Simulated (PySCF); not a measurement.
[Gd(H2O)]3+ at several levels of theory

Computed with PySCF 2.14.0 (density fitting, no spin-orbit coupling) at the geometry relaxed with PBE0:

```xyz
4
[Gd(H2O)]3+ (singlet in the valence; each metal's 4f electrons, 7 of them, lie in its core potential, out of spins and levels)
Gd    0.0000    0.0000   -0.0753
O     0.0000    0.0000    2.1248
H     0.7796    0.0000    2.7543
H    -0.7796    0.0000    2.7543
```

| level | basis | state | HOMO (eV) | gap (eV) | charge on Gd1 (e) | population of f-type functions on Gd1 (polarisation alone where 4f lies in the core) | dipole about the centre of mass (D) | largest force component (eV/Å) |
| --- | --- | --- | --- | --- | --- | --- | --- | --- |
| PBE0 | Gd lcecp-1-SVP with ECP53, O def2-SVP, H def2-SVP | singlet | -28.07 | 7.45 | 2.56 | 0.02 | 3.15 | 0.00 |
| PBE | the same | singlet | -26.45 | 4.76 | 2.50 | 0.02 | 3.53 | 0.50 |
| PBE0 | Gd lcecp-1-TZVP with ECP53, O def2-TZVP, H def2-TZVP | singlet | -28.05 | 7.46 | 2.63 | 0.03 | 3.21 | 0.28 |

In the lcecp rows the 4f levels are missing from HOMO and gap, and the state counts the valence alone.

Charges are Mulliken's, which hang on the basis. The relaxation used the grid (50, 194), these runs (75, 302) or, all-electron (x2c bases, spin-free X2C Hamiltonian), (99, 590).

Q: What does TPSS with Gd lcecp-1-SVP with ECP53, O def2-SVP, H def2-SVP give here?

A: state singlet, HOMO (eV) -26.46, gap (eV) 5.03, charge on Gd1 (e) 2.52, population of f-type functions on Gd1 (polarisation alone where 4f lies in the core) 0.02, dipole about the centre of mass (D) 3.39, largest force component (eV/Å) 0.37. Time: 2.1 s on 2 threads of Arm Neoverse V2, with other jobs on the host, from an already converged density.

In the first row's basis the gap widens with exact exchange: 4.8 to 5.0 eV for PBE, TPSS (none); 7.4 eV for PBE0 (a fixed share).

An lcecp potential fixes the number of 4f electrons, so in runs with it no electron can move into or out of that shell.
